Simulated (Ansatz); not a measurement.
Sn(H)(F)(Me)2 (C2H7FSn), SMILES [CH3][SnH]([F])[CH3].

Geometry: B3LYP-D3(BJ)/def2-SVP. The structure was generated by enumeration; whether it is a known compound was not checked. The def2 effective core potentials stand for the cores of Sn; spin–orbit coupling is left out.

Two levels are set side by side: PBE/def2-SVPD (Ansatz, an electronic-structure program) and CAM-B3LYP/def2-SVPD (Ansatz). Energy differences of separate SCF runs at the same geometry; the states with an electron removed or added have multiplicity 2 and 2. Differences are taken from unrounded values.

```
quantity                             PBE
---------------------------------  -----
vertical ionisation energy (eV)    10.00
vertical singlet–triplet gap (eV)   5.96
```

Problem. These are the PBE values. What does CAM-B3LYP give? (An estimate is asked for; the answer gives what the named calculation found.)

Solution. 
| quantity | CAM-B3LYP | PBE minus CAM-B3LYP |
|---|---|---|
| vertical ionisation energy (eV) | 10.50 | -0.50 |
| vertical singlet–triplet gap (eV) | 6.65 | -0.68 |
